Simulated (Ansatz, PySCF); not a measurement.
Cl₂Fe, quintet, at a GFN2-xTB geometry (such geometries of metal compounds can be far from the true shape). Base run: PySCF with CASSCF(4,5)/6-31G.

Input for PySCF:
```python
from pyscf import gto, scf, mcscf
import numpy

mol = gto.Mole()
mol.atom = '''
    Fe    0.36901393   -0.30219876    0.33807011
    Cl    1.00868792    0.50024620   -1.42695983
    Cl   -1.57306217   -0.03805986    0.90991142
'''
mol.basis = '6-31g'
mol.spin = 4
mol.verbose = 3
mol.build()

mf = scf.ROHF(mol)
mf.kernel()
mc = mcscf.CASSCF(mf, 5, 4)
mc.fix_spin_(ss=6.0)
mc.kernel()
occ = numpy.linalg.eigvalsh(mc.fcisolver.make_rdm1(mc.ci, mc.ncas, mc.nelecas))[::-1]
ss = mc.fcisolver.spin_square(mc.ci, mc.ncas, mc.nelecas)[0]
print('natural occupations', occ.round(4), ' <S^2>', round(ss, 4))
```

Programs used: Ansatz (a first-principles code), PySCF; a row that names a program was run with it.

The base run was repeated with changes; each row names its change, and settings that it needs were set with it.

| change | ΔE vs base (mEh) | natural occupations | <S^2> of the state | outcome |
|---|---|---|---|---|
| base | 0.000 | 1.00 1.00 1.00 1.00 0.00 | 6.00 | converged |
| fix_spin_ = off | 0.000 | 1.00 1.00 1.00 1.00 0.00 | 6.00 | converged |
| active space = 4 electrons, 6 orbitals | -4.607 | 1.00 1.00 1.00 1.00 0.00 0.00 | 6.00 | converged |
| active space = 8 electrons, 9 orbitals | - | - | - | not converged |
| conv_tol = 1e-5 | 0.000 | 1.00 1.00 1.00 1.00 0.00 | 6.00 | converged |
| orbitals = fixed (CASCI) | 0.000 | 1.00 1.00 1.00 1.00 0.00 | 6.00 | converged |
| active space = 6 electrons, 7 orbitals | -18.866 | 1.99 1.00 1.00 1.00 1.00 0.01 0.00 | 6.00 | converged |
| state_average = 2 states | 31.015 | - | - | converged |
| solver = newton | 0.000 | 1.00 1.00 1.00 1.00 0.00 | 6.00 | converged |
| correction = SC-NEVPT2 | -245.1 | 1.00 1.00 1.00 1.00 0.00 | 6.00 | converged |
| code = ansatz; correction = SC-NEVPT2, all electrons | -278.1 | - | - | converged |

Active orbitals are taken around the Fermi level unless the row says otherwise; CASSCF can end in different local minima, and two programs can end on different orbitals. State-averaged rows give the lowest state.

Open shells are given as the SCF converged; they aren't shown to be the lowest states, and a large step between rows can be another state.

Ansatz warned in this series: the state or the total is in doubt.
